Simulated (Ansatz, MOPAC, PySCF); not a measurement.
Complex: C2H6 (SMILES CC) (first 8 atoms) with C2H6O (SMILES COC); geometry from B3LYP-D3(BJ)/def2-TZVP, rigid monomers moved along the line of their centres of mass till H5···O10 is 2.33 Å.
(charge 0, multiplicity 1):
```xyz
17

C     -0.32389     0.76153     0.02995
C      0.17250    -0.68026    -0.03513
H     -1.38509     0.82557    -0.22078
H      0.21785     1.39717    -0.67362
H     -0.18876     1.17462     1.03010
H     -0.37524    -1.31987     0.66024
H      1.23129    -0.74610     0.22391
H      0.05063    -1.10329    -1.03455
C      1.16899    -0.33814     3.44134
O      0.09399     0.55689     3.26098
C     -1.16029    -0.05908     3.44846
H      1.11654    -1.17444     2.73275
H      1.18360    -0.74513     4.46108
H      2.08873     0.21818     3.26704
H     -1.31304    -0.88180     2.73792
H     -1.92419     0.69895     3.28287
H     -1.26297    -0.45610     4.46699
```

Counterpoise-corrected where a basis set is named; no monomer relaxation. Rows marked so take none.

Rows in 3-21G carry no dispersion term and start afresh at each structure. The state that AM1 reach isn't checked.

Codes used: Ansatz (a program for electronic structure); MOPAC for AM1 (differences of heats of formation); PySCF for 3-21G rows, the dispersion terms. Values without a source in brackets are computed.

Q: What interaction energy does HF/3-21G (no counterpoise) give?

A: -40 meV

Q: Estimate the interaction energy that AM1 returns for this input.

A: 6 meV

Q: Estimate the interaction energy that PBE0-D3(BJ)/def2-TZVPPD returns for this input.

A: -50 meV
